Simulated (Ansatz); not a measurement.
Basis-set extrapolation for C₄H₁₅NSi₂ (`CC(C)(C)N([SiH3])[SiH3]`) (PBE0-D4/def2-TZVP geometry, frozen core, the Gaussian-basis code of Ansatz). Multiplicity 1, RHF reference.

```tsv
	def2-TZVPP	def2-QZVPP
HF	-792.654856	-792.683657
MP2 correlation	-1.184264	-1.261006
CCSD(T) correlation	-1.319918	not run
```

Energies in hartree. Use E(X) = E(∞) + A·exp(−7.88·√X) for Hartree–Fock and E(X) = E(∞) + B·X^(−2.97) for correlation, with X = 3 and 4, and add CCSD(T) minus MP2 of the smaller set to the MP2 limit.

Question: What is the CCSD(T) energy at the basis-set limit?

Answer: HF limit: -792.683657 + (-0.028801) × 0.13774 = -792.68762. MP2 limit: -1.261006 + (-0.076742) × 0.74074 = -1.31785. Higher-order term: -1.319918 − (-1.184264) = -0.13565. Total: -794.14112 hartree, 4.53 eV below CCSD(T)/def2-TZVPP.
